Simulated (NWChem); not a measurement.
## Correlation energy of OSe

```
O
Se 1 1.6566
```
Charge 0, spin multiplicity 3.

The numbers come from NWChem runs, not from measurements. The geometry was optimised at UB3LYP/def2-SVP, a minimum by its harmonic frequencies.

Basis set: def2-SVP. Each correlation energy counts from its own Hartree-Fock reference.

The Hamiltonian is non-relativistic. The correlated methods keep 10 core orbitals frozen. The structure started from a generated list of species. The unpaired electrons of the parent sit in orbitals of symmetry b1 and b2 (C2v labels of the run); other states weren't searched. The stability of the SCF solutions was not checked. Open-shell Hartree-Fock references start from PBE0 orbitals. Coupled-cluster values serve here as a point of comparison, not as the truth.

Question: One of these methods gave a correlation energy of -408.3 mHa. Which?
A. UMP2
B. CCSD[T] on ROHF
C. CCSD(T) on UHF
D. CCSD on UHF

Answer: A, UMP2. The others give -419.6 (CCSD(T) on UHF), -437.1 (CCSD[T] on ROHF), -406.1 (CCSD on UHF).
